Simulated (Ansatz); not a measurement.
`[BH2][Zn][F]` + NH₃ → `[BH2][Zn][NH2]` + H–F at 400 K and 1 bar (ligand exchange at a Zn–F bond).

Program: Ansatz. Geometries: PBE0-D4/def2-TZVP. ΔE: electronic, gas phase. CCSD(T)/CBS adds triple-zeta CCSD(T) − MP2 to the extrapolated MP2 energy (def2 sets, frozen cores). This one scheme is used for every species. For Zn outer-core shells are correlated without core-valence functions, which leaves a few kJ/mol of doubt a bond. Scalar relativity is left out up to krypton. Each species was taken in one conformer, which may not be the lowest.

```csv
species,CCSD(T)/CBS energy (Eh),H − E (kJ/mol),S (J/(mol·K))
`[BH2][Zn][F]`,-1904.16040,77.7,302.7
NH₃,-56.50880,104.2,203.1
`[BH2][Zn][NH2]`,-1860.24610,141.9,339.8
H–F,-100.39570,36.5,182.2
```

H − E and S are ideal-gas, rigid-rotor, harmonic terms from PBE0-D4/def2-TZVP, for one conformer and one mirror image of each species. 1 Eh = 2625.50 kJ/mol, R = 8.31446 J/(mol·K).

By hand: ΔE, ΔH, ΔS and ΔG.

ΔE = (-1860.24610) + (-100.39570) − (-1904.16040) − (-56.50880) = 0.02740 Eh = 71.9 kJ/mol. Δ(H − E) = 141.9 + 36.5 − 77.7 − 104.2 = -3.5, so ΔH = 68.4 kJ/mol. ΔS = 339.8 + 182.2 − 302.7 − 203.1 = 16.2 J/(mol·K). ΔG = 68.4 − 400 × (16.2)/1000 = 61.9 kJ/mol.

By hand: the equilibrium constant, and the temperature at which ΔG would vanish if ΔH and ΔS stayed fixed.

log₁₀ K = −ΔG/(RT ln 10) = -8.1. ΔG = 0 at ΔH/ΔS = 4222 K, far beyond where these terms or the molecules hold.

ΔH outweighs TΔS. A doubt of 5 kJ/mol in ΔE shifts log₁₀ K by 0.7 here. Other conformers and mirror images would add mixing entropy, several J/(mol·K) or more a flexible species. These are equilibria of isolated gas molecules and say nothing of rates. Largest T1 diagnostic: 0.016 (customary marks: 0.02 for closed shells, 0.045 for open ones).
